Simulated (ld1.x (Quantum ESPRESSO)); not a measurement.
**Mn: excitation energies, all-electron against ultrasoft**

- Element: Mn (Z = 25)
- Generator: ld1.x (Quantum ESPRESSO) 7.5
- Type: ultrasoft
- Functional: PBEsol
- Relativity: scalar-relativistic
- Frozen core: [Ar]
- Valence charge: 7
- Reference configuration: 3d5 4s2 4p0
- Partial waves: 4s (bound): rcut 1.75, rcutus 2.30 bohr; 4s channel at 2.65 Ry: rcut 1.75, rcutus 2.30 bohr; 4p (bound, empty): rcut 1.80, rcutus 2.20 bohr; 4p channel at 5.25 Ry: rcut 1.80, rcutus 2.20 bohr; 3d (bound): rcut 1.10, rcutus 1.50 bohr; 3d channel at 1.35 Ry: rcut 1.10, rcutus 1.50 bohr
- Local potential: all-electron potential smoothed inside 1.90 bohr (lloc = -1)
- Core correction: a·sin(br)/r model core inside 1.15 bohr
- Augmentation charge: PSQ, radius 0.95 bohr

Energies are relative to the spin-unpolarised reference configuration 3d5 4s2 4p0; without spin polarisation the order of configurations can differ from experiment.

Task: Give the all-electron excitation energy and the error of the potential for: 3d5 4s1 4p0; 3d5 4s0 4p0; 3d4 4s0 4p0; 3d4 4s2 4p1; 3d4 4s2 4p0; 3d3 4s0 4p0; 3d5 4s0 4p1.

Result:

```tsv
valence configuration	charge	ΔE all-electron (eV)	error AE − PS (meV)
3d5 4s1 4p0	+1	8.432	-1.7
3d5 4s0 4p0	+2	23.944	-9.1
3d4 4s0 4p0	+3	56.424	-363
3d4 4s2 4p1	0	7.828	-168
3d4 4s2 4p0	+1	13.213	-174
3d3 4s0 4p0	+4	107.145	-1981
3d5 4s0 4p1	+1	13.191	-2.3
```

Levels in the configuration 3d5 4s0 4p0:

```json
{"level": "3d", "all-electron (eV)": "-24.281", "pseudo (eV)": "-24.287"}
```
